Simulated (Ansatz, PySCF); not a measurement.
The pair A = HI (SMILES I) (first 2 atoms), B = H4OSi (SMILES O[SiH3]); geometry from B3LYP-D3(BJ)/def2-TZVP.
(charge 0, multiplicity 1):
```xyz
8

I     -0.4232    -1.1697    -0.6328
H     -0.5765    -0.9602     0.9732
O     -0.6601    -0.5539     2.9482
Si     0.1923     0.7035     3.6242
H     -1.2578    -1.0661     3.4989
H     -0.7242     1.7210     4.1896
H      0.9799     1.2728     2.5160
H      1.0848     0.2183     4.7027
```

Frozen-core correlation. Filled d and f shells under p-block atoms count as core. CBS: X⁻³ extrapolation of the correlation energy, Hartree–Fock from the larger set.

Programs: Ansatz (Gaussian orbitals); PySCF for the dispersion terms.  In def2 rows elements past Kr take small-core potentials, without spin–orbit coupling.

The monomers are drawn apart, rigid, along the line of their centres of mass. Counterpoise-corrected interaction energies (kcal/mol):

| level | R = 5.097 Å | R = 5.904 Å |
|---|---|---|
| PBE/def2-TZVPPD | -1.6065 | -0.6986 |
| PBE-D3(BJ)/def2-TZVPPD | -2.1223 | -0.9203 |
| wB97M-V/def2-TZVPPD | -1.8581 | -0.8440 |
| CCSD(T)/CBS(def2-SVPD, def2-TZVPPD) | -1.8706 | -0.8485 |

Task: R is the distance of the centres of mass. Find the local exponent m of E ∝ R⁻ᵐ between the two points.

Result: 
m = ln(E₁/E₂)/ln(R₂/R₁): PBE/def2-TZVPPD 5.7; PBE-D3(BJ)/def2-TZVPPD 5.7; wB97M-V/def2-TZVPPD 5.4; CCSD(T)/CBS(def2-SVPD, def2-TZVPPD) 5.4. For scale, two fixed dipoles give m = 3, dipole and quadrupole 4, quadrupoles 5, and dispersion or dipole-induced dipole 6 at long range; at these distances several terms mix, and what is left of overlap and damping shifts m, so it need not match one of them.

Ansatz is a first-principles code.
